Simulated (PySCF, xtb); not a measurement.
2-fluoro-2-methylpropane (C4H9F), SMILES FC(C)(C)C.

GFN2-xTB (xtb 6.7.1) at its own geometry gives an orbital gap of 12.15 eV and a dipole moment of 2.45 D.

The structure is a stationary point at PBE-D3(BJ)/def2-SVP.

Problem. What does CAM-B3LYP/def2-TZVP in PySCF give? (The exact figures need the calculation; the answer reports its results.)

Solution. gap 12.34 eV (levels -10.60 and 1.73 eV), dipole 1.97 D.
